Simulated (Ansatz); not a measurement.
Abridged output of a molecular run in Ansatz:

```
Functional definition: HF
1477 factors; integrals over basis functions are off by at most 9.4e-4 eV
mean field evaluation 1: about -67154.5147 eV, gradient 5.4e1 eV
mean field evaluation 2: about -67154.6643 eV, gradient 5.5e1 eV
mean field evaluation 4: about -67160.4348 eV, gradient 3.5e0 eV
mean field evaluation 8: about -67160.5110 eV, gradient 4.5e-1 eV
mean field evaluation 16: about -67160.5116 eV, gradient 1.4e-6 eV
mean field -67160.51156902 eV, -2468.1032771319 hartree, gradient 1.4e-6 eV, S^2 0.000000; 0 other end points of the search recorded, 0 dependent functions left out
17 core orbitals not correlated: weight in the atoms' cores, before any rotation towards them, 1.000 or more for the frozen orbitals, at most 0.000 for the correlated occupied ones
reference -67160.51156902 eV, -2468.1032771319 hartree; 20, 20 occupied and 202, 202 virtual orbitals, 1477 factors
second order -28.82400792 eV of doubles, -0.00000000 eV of singles
cycle   1  -28.40731846 eV  change    4.2e-1 eV  update   1.3e-1
cycle   2  -29.15569810 eV  change   -7.5e-1 eV  update   4.0e-2
cycle   3  -29.32039416 eV  change   -1.6e-1 eV  update   2.1e-2
cycle   4  -29.30177806 eV  change    1.9e-2 eV  update   5.4e-3
cycle   5  -29.29587381 eV  change    5.9e-3 eV  update   2.7e-3
cycle   6  -29.29793153 eV  change   -2.1e-3 eV  update   9.9e-4
cycle   7  -29.29779456 eV  change    1.4e-4 eV  update   3.5e-4
cycle   8  -29.29754859 eV  change    2.5e-4 eV  update   1.5e-4
cycle   9  -29.29758145 eV  change   -3.3e-5 eV  update   5.6e-5
cycle  10  -29.29762773 eV  change   -4.6e-5 eV  update   2.0e-5
perturbative correction -0.99746011 eV, -0.0366559828 hartree
Total energy: -67190.80665686 eV, -2469.2166010752 hartree
```

Its atoms:

Cartesian coordinates in Å:
```
N -0.204 -2.082 -0.124
Ga -0.158 -0.367 -0.675
F -0.472 -0.224 -2.408
Si 0.246 1.660 0.540
F 0.509 1.295 2.083
H -0.052 -2.377 0.824
H -0.390 -2.850 -0.747
H 1.444 2.371 0.027
H -0.923 2.574 0.479
```

(1) Which basis set was used?
A. cc-pV(Q+d)Z
B. def2-TZVPP
C. def2-SVPD
D. def2-SVP

(2) Write the keys of the input that set method, charge and spin (a neutral closed shell needs none for the last two).

Answers

(1) B. It gives 239 functions.

(2) 
```yaml
correlation: {method: ccsd_t}
```
